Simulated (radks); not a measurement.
Question: These are the eigenvalues of the occupied orbitals of an atom or ion with whole-number occupations (eV). All-electron calculation, Dirac Kohn-Sham, PBE, spin-unpolarised, spherical densities, finite nucleus; Fermi nuclear charge, rms radius of each element as measured or else 0.836 A^(1/3) + 0.57 fm. Program: a radial shooting solver on a logarithmic mesh with Libxc functionals.

orbital  eigenvalue
1s1/2     -17816.78
2s1/2     -2468.250
2p1/2     -2259.421
2p3/2     -2173.564
3s1/2     -404.5359
3p1/2     -326.7937
3p3/2     -313.1257
3d3/2     -176.0903
3d5/2     -173.5936
4s1/2      -54.4793
4p1/2      -33.6586
4p3/2      -31.8850
5s1/2       -4.4389
4d3/2       -3.6773
4d5/2       -3.5484

Which element is it, and in what charge state? The configuration may be excited. Open shells, if any, are shared by 2j + 1.

Answer: Z = 40, zirconium, charge 0: Zr in [Kr] 4d2 5s2. The list shows which subshells hold electrons but not how many an open one holds; the 1s level, -654.75 hartree, gives Z - s = 36.2 by -(Z - s)^2/2, which with screening and relativity narrows Z to a few neighbours, and the depths of the outer levels then fix element, charge and occupations together.
